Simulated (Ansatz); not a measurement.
Dissociation curve of MgH, doublet.

Method: CCSD(T) on UHF/cc-pVDZ, frozen core (Ansatz, a first-principles code).

The batch members p0 to p11 hold the bond at 1.30, 1.38, 1.48, 1.59, 1.64, 1.69, 1.74, 1.80, 1.87, 1.91, 1.99, 2.15 Å.

Ansatz input:

Ansatz 0.2 input:
```yaml
# input.yaml
basis:
  gaussian: { orbitals: cc-pvdz }
correlation:
  method: ccsd_t
  electrons: outside_noble_gas
scf:
  omitted_lower_state_checks: [cluster_reference, increment]
batch:
  members: [p0.yaml, p1.yaml, p2.yaml, p3.yaml, p4.yaml, p5.yaml, p6.yaml, p7.yaml, p8.yaml, p9.yaml, p10.yaml, p11.yaml]

# p6.yaml, one of the 12 members of this batch
crystal:
  periodic: [false, false, false]
  atoms:
    - { symbol: Mg, position_ang: [0.0, 0.0, 0.0] }
    - { symbol: H, position_ang: [0.0, 0.0, 1.74] }
total_charge: 0
magnetization:
  spin_polarized: true
  initial_magnetization: 1
```

Lines of the output on each member:

```
Member 0: Total energy: -5445.88995057 eV, -200.1327643268 hartree
Member 0: Checks for a lower state left out: cluster_reference, increment
Member 2: Total energy: -5446.92285906 eV, -200.1707230136 hartree
Member 2: Checks for a lower state left out: cluster_reference, increment
Member 1: Total energy: -5446.46417005 eV, -200.1538665035 hartree
Member 1: Checks for a lower state left out: cluster_reference, increment
Member 3: Total energy: -5447.19331374 eV, -200.1806620396 hartree
Member 3: Checks for a lower state left out: cluster_reference, increment
Member 4: Total energy: -5447.25738013 eV, -200.1830164362 hartree
Member 4: Checks for a lower state left out: cluster_reference, increment
Member 5: Total energy: -5447.29307231 eV, -200.1843280997 hartree
Member 5: Checks for a lower state left out: cluster_reference, increment
Member 7: Total energy: -5447.29423843 eV, -200.1843709535 hartree
Member 7: Checks for a lower state left out: cluster_reference, increment
Member 6: Total energy: -5447.30517609 eV, -200.1847729052 hartree
Member 6: Checks for a lower state left out: cluster_reference, increment
Member 8: Total energy: -5447.25373373 eV, -200.1828824334 hartree
Member 8: Checks for a lower state left out: cluster_reference, increment
Member 9: Total energy: -5447.22002707 eV, -200.1816437364 hartree
Member 9: Checks for a lower state left out: cluster_reference, increment
Member 10: Total energy: -5447.13541563 eV, -200.1785343235 hartree
Member 10: Checks for a lower state left out: cluster_reference, increment
Member 11: Total energy: -5446.92499335 eV, -200.1708014472 hartree
Member 11: Checks for a lower state left out: cluster_reference, increment
```

The unrestricted determinant behind UCCSD(T) is spin-contaminated at 2.39 to 3.10 Å (<S²> up to 0.9, against 0.75 for a pure doublet).
